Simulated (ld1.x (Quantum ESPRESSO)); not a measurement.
Values are calculated unless marked as measured or tabulated.
# Potentials for Al compared

Generated with ld1.x 7.5 (TM, RRKJ, ultrasoft, PAW), atompaw 4.2 or ONCVPSP 4.0.1. The cutoff is in Ry: for ld1.x and atompaw files where the sum of valence levels is converged to 10 mRy in a Bessel basis, for ONCV files where the hardest occupied wave has 1 mHa per electron of residual kinetic energy. The error is the largest all-electron minus pseudo excitation energy over each file’s own four to seven test configurations (ionisations up to +4, promotions, holes and added fractions of an electron), all of which were solved. The labels leave out finer settings (local radius, basis sizes, second energies), which also bear on the numbers. Spin-polarised tests are not counted. The rows are a selection from randomly drawn settings: files with unsolved tests, undetermined cutoffs or missed reference levels are left out.

```csv
potential,cutoff (Ry),largest error (meV),bound ghosts
"PAW, PBE, non-relativistic, rc 1.00/1.05 (sp), local smoothed, core correction yes, reference 2s2 2p6 3s2 3p1",100,-19,none
"PAW, Wu–Cohen, scalar-relativistic, rc 1.85/1.75/1.60 (spd), local smoothed, core correction yes, reference 3s1 3p0",8,-18,none
"PAW, LDA (PZ), non-relativistic, rc 2.30/1.85 (sp), local smoothed, core correction yes, reference 3s1 3p2",6,-15,none
"ultrasoft, PBE, scalar-relativistic, rc 1.70/2.05/1.80 (spd), local smoothed, core correction yes, reference 3s1.75 3p1.25",10,-17,none
"ultrasoft, PBE, non-relativistic, rc 2.00/2.30 (sp), local smoothed, core correction yes, reference 3s1.5 3p0",8,+8.7,none
```

Question: Fill in the row for Al: TM, LDA (PZ), non-relativistic, rc 1.85/2.70/2.30 (spd), local s, core correction no, reference 3s2 3p1.

Answer: cutoff 10 Ry, largest error +88 meV, bound ghosts: none.

Question: Fill in the row for Al: TM, LDA (PZ), non-relativistic, rc 1.95/2.95 (sp), local smoothed, core correction no, reference 3s2 3p1.

Answer: cutoff 10 Ry, largest error +90 meV, bound ghosts: none.
